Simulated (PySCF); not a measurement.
## State search for GeP⁺

Unrestricted PBE0; Ge def2-TZVPPD, P def2-TZVPPD; no relativity (PySCF 2.14). Outer shells of the fragments: Ge+ 3d10 4s2 4p1; P 3s2 3p3.

Followed along the bond (rough minima from three points):

| 2Ms+1 | unpaired | ⟨S²⟩ at the start | R at minimum (Å) | Te (eV) |
| --- | --- | --- | --- | --- |
| 3 | π ↑↑ | 2.01 | 2.31 | 0.00 |
| 1 | π ↑↓ | 1.01 | 2.31 | 0.27 |
| 3 | σ ↑, π ↑ | 2.06 | 2.17 | 0.51 |
| 1 | σ ↓, π ↑ | 1.05 | 2.16 | 0.72 |
| 1 | none | 0.00 | 2.32 | 1.18 |

Solutions found at the starting distance of 2.325 Å, counted from the lowest of them; the search is not exhaustive and high or unbound solutions are not listed, so other states can lie among these:

```
2Ms+1    unpaired   term  E (eV)  ⟨S²⟩  ⟨Lz²⟩  μ (D)
    3        π ↑↑    ³Σ⁻    0.00  2.01   0.00   0.27
    1        π ↑↓  mixed    0.27  1.01   2.02   0.37
    3    σ ↑, π ↑     ³Π    0.68  2.06   1.01  -0.04
    1    σ ↓, π ↑  mixed    0.91  1.05   1.01  -0.13
    1        none  mixed    1.18  0.00   2.00   0.74
    5  σ ↑, π ↑↑↑     ⁵Π    1.86  6.00   1.01   1.47
    3  σ ↑, π ↑↑↓  mixed    2.43  3.02   3.04   1.40
    3  σ ↓, π ↑↑↑  mixed    2.53  3.03   1.01   1.52
    3        π ↑↑  mixed    3.31  2.01   2.02   3.37
    5  σ ↑↑, π ↑↑    ⁵Σ⁻    5.02  6.00   0.00   1.14
    5      π ↑↑↑↑    ⁵Σ⁺    5.59  6.04   0.00   2.84
    3  σ ↑↑, π ↑↓  mixed    5.75  3.01   2.03   1.21
    1  σ ↓↓, π ↑↑  mixed    5.97  2.01   0.00   1.20
    5  σ ↑↑, π ↑↑  mixed    6.86  6.06   2.02   0.57
```

A term symbol is given only where ⟨S²⟩ and ⟨Lz²⟩ are close to those of a pure state; real π, δ and φ orbitals otherwise mix terms. A positive dipole points towards P; it is taken about the centre of mass and depends on that origin.

Spin–orbit coupling is left out.
